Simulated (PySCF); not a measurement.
C6H9F.
SMILES with atom numbers: `[CH2:1]=[CH:2]/[C:3](=[CH:4]\[CH3:5])[CH2:6][F:7]` (hydrogens: H8, H9 on C1; H10 on C2; H11 on C4; H12, H13, H14 on C5; H15, H16 on C6)

All values: wB97X-D/def2-SVPD (PySCF, non-relativistic), on one gas-phase PBE0-D3(BJ)/def2-SVP geometry that isn't relaxed in the solvent. The solvent is an IEF-PCM continuum (van der Waals radii × 1.2), and excitations are vertical TDDFT with non-equilibrium linear response and a frozen core. Only the electrostatic response of the medium enters.

Gas-phase singlets (H = HOMO, L = LUMO):

```
state  E (eV)  λ (nm)      f  leading configuration
   S1   5.649     219  0.657                H→L 98%
   S2   6.814     182  0.013              H→L+1 90%
   S3   7.093     175  0.001              H-2→L 95%
   S4   7.244     171  0.022              H-1→L 86%
   S5   7.262     171  0.009              H→L+3 62%
```

Question: Give the list for chloroform (ε = 4.711), n² = 2.09.

Answer: 
| state | E (eV) | λ (nm) | f | leading configuration | change by rank (eV) |
| --- | --- | --- | --- | --- | --- |
| S1 | 5.431 | 228 | 0.799 | H→L 98% | -0.218 |
| S2 | 6.786 | 183 | 0.010 | H→L+1 88% | -0.028 |
| S3 | 7.056 | 176 | 0.002 | H-2→L 95% | -0.037 |
| S4 | 7.225 | 172 | 0.023 | H-1→L 90% | -0.019 |
| S5 | 7.248 | 171 | 0.030 | H→L+2 59% | -0.014 |

Question: The ground-state energy changes by -0.113 eV from gas to chloroform. By how much does the total energy of gas-phase S1 change?

Answer: E(S1) = E(S0) + excitation energy, so it changes by -0.113 − 0.218 = -0.331 eV: it is lowered more than the ground state, which is what a red shift means. This is the vertical state, with the slow part of the continuum still set for S0.

Question: How do the frontier levels move from gas to chloroform?

Answer: 
```csv
orbital,gas (eV),solvent (eV),change (eV)
LUMO+2,2.73,2.86,+0.13
LUMO+1,2.43,2.52,+0.09
LUMO,0.80,0.87,+0.07
HOMO,-8.40,-8.34,+0.06
HOMO-1,-10.66,-10.60,+0.06
HOMO-2,-11.27,-11.18,+0.09
HOMO-3,-11.91,-11.82,+0.09
```

The HOMO–LUMO gap goes from 9.20 to 9.21 eV. Rows go by rank; for LUMO+1 and LUMO+2 the atom shares or the degeneracy differ between the runs, so the row needn't follow one orbital.

Hardware: one thread of an Arm Neoverse N1, shared host with 64 logical CPUs at a one-minute load of 58. Cost: 63 s of wall time, 0.99 GiB resident at most. This is the whole response run at wB97X-D/def2-SVPD in chloroform, SCF included.

Shape of the structure used: `[CH2:1]=[CH:2]/[C:3](=[CH:4]\[CH3:5])[CH2:6][F:7]`: C1–C2–C3–C4 -179°, C2–C3–C6–F7 180°.

wB97X-D is run here without its empirical dispersion term; that term would change no orbital, density or response property at a fixed geometry.
